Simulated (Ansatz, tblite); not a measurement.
Cost and result up the ladder for (MgSe)2 ring (Mg₂Se₂) (4 atoms). Charge 0, multiplicity 1. Geometry: PBE0-D4/def2-SVP.

```xyz
4

Mg    1.005    0.297   -0.863
Se    0.600   -1.960    0.024
Mg   -1.004   -0.297    0.865
Se   -0.601    1.960   -0.026
```

Ansatz on 4 threads of Arm Neoverse V2 on a shared host; xTB runs through tblite on one thread. Times are rough, summed over both states, and most runs start from the orbitals of an earlier one. PBE0-D4/def2-TZVP serves as the yardstick here, not as an exact answer. The other state is a triplet.

The xTB rows come from tblite.

xTB has no spin-polarisation term.

```
                          level  functions  wall time
                       GFN1-xTB         26    0.005 s
                       GFN2-xTB         36    0.012 s
               PBE-D4/def2-TZVP        160      3.8 s
PBE0-D4/def2-TZVP (with forces)        160      7.8 s
            r2SCAN-D4/def2-TZVP        160      9.3 s
```

(1) Estimate what each level gives for the vertical triplet (eV).

## Answers

(1) 
| level | vertical triplet (eV) | difference from PBE0-D4/def2-TZVP (eV) |
| --- | --- | --- |
| GFN1-xTB | 2.06 | 0.04 |
| GFN2-xTB | 2.11 | 0.10 |
| PBE-D4/def2-TZVP | 1.73 | -0.28 |
| PBE0-D4/def2-TZVP (with forces) | 2.02 | 0.00 |
| r2SCAN-D4/def2-TZVP | 1.86 | -0.16 |
